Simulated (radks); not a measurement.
Initial-state core-level shifts of neutral chromium when its valence configuration changes from [Ar] 3d5 4s1. Calculated with a radial shooting solver on a logarithmic mesh with Libxc functionals: non-relativistic Kohn-Sham, r2SCAN, spin-polarised, spherical densities, point nucleus; open shells are filled with parallel spins first; meta-GGA in the generalised Kohn-Sham scheme. Shifts are changes of the shell-averaged eigenvalues in eV (positive: less bound); the change of the density at the nucleus, which sets a Mossbauer isomer shift, is in e/bohr^3, on a base of 9318.

valence               1s       2s       2p       3s  density at nucleus
3d5 4s0.5 4p0.5   -0.739   -0.668   -0.673   -0.746             -1.7573
3d4 4s2           -5.041   -5.594   -5.549   -5.086             +4.1503
3d4 4s1 4p1       -6.088   -6.650   -6.605   -6.120             +1.5573
3d3 4s2 4p1      -12.744  -14.159  -14.054  -12.446             +7.7288
3d3 4s1 4p2      -13.487  -14.922  -14.815  -13.185             +4.0311
3d5.5 4s0.5       -1.306   -1.146   -1.158   -1.273             -1.7162
3d4.5 4s1.5       -2.392   -2.622   -2.602   -2.445             +1.6785
3d6               -0.637   -0.283   -0.310   -0.523             -3.6840
3d5 4p1           -1.442   -1.294   -1.304   -1.452             -3.5061
